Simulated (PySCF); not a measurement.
Compound: C5H10GeSi.
Atom-mapped SMILES: `[SiH3:1][CH2:2][C:3]1=[CH:4][GeH2:5][CH:6]=[CH:7]1` (hydrogens: H8, H9, H10 on Si1; H11, H12 on C2; H13 on C4; H14, H15 on Ge5; H16 on C6; H17 on C7)

Computed, not measured: PBE0-D3(BJ)/def2-SVP geometry optimisation, gas phase (PySCF).

Question: List the bond lengths, angles and torsions at this level.

Answer: 
```
                   bond  length (Å)   order
                 Si1–C2       1.898  single
                  C2–C3       1.497  single
                  C3=C4       1.353  double
                 C4–Ge5       1.937  single
                 Ge5–C6       1.945  single
                  C6=C7       1.345  double
                  C3–C7       1.490  single
Si1–H8, Si1–H9, Si1–H10       1.495  single
         C2–H11, C2–H12       1.102  single
                 C4–H13       1.092  single
       Ge5–H14, Ge5–H15       1.540  single
                 C6–H16       1.091  single
                 C7–H17       1.097  single
```

Bonds in one row agree within 0.01 Å and their mean is given. Orders are formal, as drawn. A selection of angles:
```
      angle  degrees
  C2–Si1–H8    110.3
  H8–Si1–H9    108.9
  Si1–C2–C3    111.7
 Si1–C2–H11    107.6
  C3–C2–H11    111.1
 H11–C2–H12    107.4
   C2–C3–C4    125.3
   C2–C3–C7    118.4
   C4–C3–C7    116.3
  C3–C4–Ge5    108.3
  C3–C4–H13    122.3
 Ge5–C4–H13    129.4
  C4–Ge5–C6     89.6
 C4–Ge5–H14    114.7
 C6–Ge5–H14    114.0
H14–Ge5–H15    108.9
  Ge5–C6–C7    107.1
 Ge5–C6–H16    130.1
  C7–C6–H16    122.8
  C6–C7–H17    122.8
   C3–C7–C6    118.7
  C3–C7–H17    118.5
```

Dihedral angles: Si1–C2–C3–C4 98° (anticlinal); C2–C3–C4–Ge5 -178° (antiperiplanar); C3–C4–Ge5–C6 0° (synperiplanar); C4–Ge5–C6–C7 0° (synperiplanar); Ge5–C6–C7–C3 0° (synperiplanar); C2–C3–C7–C6 178° (antiperiplanar). The mirror-image conformer, all signs reversed, is as good.

Ge5 (germanium bonded to 2 C and 2 H) has angles from 89.6° to 114.7°. The 5-membered ring C3–C4–Ge5–C6–C7 has internal angles of 89.6° to 118.7°; it is planar, 0.00 Å rms from its mean plane, widest ring torsion 0°. The C–C distances run from 1.345 Å (C6=C7, drawn double) to 1.497 Å (C2–C3, drawn single), a spread of 0.152 Å. Si1 (SiH3 silicon) is tetrahedral (angles from 108.7° to 110.3°).

Point group: C1 (no symmetry element, even within 0.4 Å). PBE0-D3(BJ)/def2-SVP frequencies: not computed here. One conformer, not necessarily the lowest.

The run took 1.9 min wall on an Arm Neoverse V1 with one thread (shared host), and the process peaked at 0.73 GiB of memory. That covers the optimisation of the geometry.
